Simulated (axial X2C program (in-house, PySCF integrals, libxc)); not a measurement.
## NaMo⁺: cheaper levels and CCSD(T), with spin–orbit coupling

All values were computed with an axial X2C code built on PySCF integrals. Two-component (2c) means X2C with spin–orbit coupling and atomic mean-field two-electron Coulomb and Gaunt terms. Basis: Mo dyall-cv3z [11s12p9d5f3g], Na dyall-cv3z [9s8p5d2f] (cores contracted in-house); Gaussian nuclei, density fitting, unrestricted open shells. Masses: Mo 97.905 u, Na 22.990 u.

State: Ω = 3 (⟨Sz⟩ = 3.00, ⟨Lz⟩ = 0.00 at HF); fragments Mo + Na+.

```json
{"level": "PBE0", "Re (Å)": "3.287", "ωe (cm⁻¹)": "112.8", "De (eV)": "0.600"}
{"level": "HF", "Re (Å)": "3.383", "ωe (cm⁻¹)": "112.7", "De (eV)": "0.655"}
{"level": "MP2", "Re (Å)": "3.330", "ωe (cm⁻¹)": "115.6", "De (eV)": "0.555"}
{"level": "CCSD", "Re (Å)": "3.340", "ωe (cm⁻¹)": "114.6", "De (eV)": "0.569"}
{"level": "PBE", "Re (Å)": "3.296", "ωe (cm⁻¹)": "109.7", "De (eV)": "0.589"}
```

Correlated methods: 6 electrons correlated (number of frozen shells: Mo 4 s, 3 p, 1 d; Na 2 s, 1 p), 316 virtual spin orbitals or spinors in MP2, 46 natural virtuals in coupled cluster.

CCSD(T), same Hamiltonian and basis:

Re = 3.339 Å, ωe = 114.7 cm⁻¹, De = 0.57 eV; T1 = 0.020 (Lee–Taylor normalisation).

(1) Give the differences from CCSD(T) in the columns below.

Occupations by symmetry block were frozen at the best pattern of an incomplete PBE0 search. Dissociation energies refer to the lowest single-determinant-based atoms at the same level and basis. Density functionals use the spin component along the axis (collinear). Coupled cluster ran in a truncated set of natural virtual spinors; the MP2 energy of the rest was added. (T) has no such correction and the atoms are truncated less, which lowers De at CCSD(T) by a hundredth of an eV or more. With several unpaired electrons one determinant need not be a pure state. Open-shell Ω = 0 determinants with evenly filled partner blocks cannot be reached by this program, so the Ω shown need not be the lowest component. With the outer-core shells frozen, correlated bond lengths of heavy atoms tend to come out a few hundredths of an ångström too long.

Results:

(1) 

```json
{"level": "PBE0", "ΔRe (Å)": "-0.052", "Δωe (cm⁻¹)": "-1.9", "ΔDe (eV)": "0.03"}
{"level": "HF", "ΔRe (Å)": "0.044", "Δωe (cm⁻¹)": "-2.0", "ΔDe (eV)": "0.08"}
{"level": "MP2", "ΔRe (Å)": "-0.009", "Δωe (cm⁻¹)": "0.9", "ΔDe (eV)": "-0.02"}
{"level": "CCSD", "ΔRe (Å)": "0.001", "Δωe (cm⁻¹)": "-0.1", "ΔDe (eV)": "0.00"}
{"level": "PBE", "ΔRe (Å)": "-0.043", "Δωe (cm⁻¹)": "-5.0", "ΔDe (eV)": "0.02"}
```
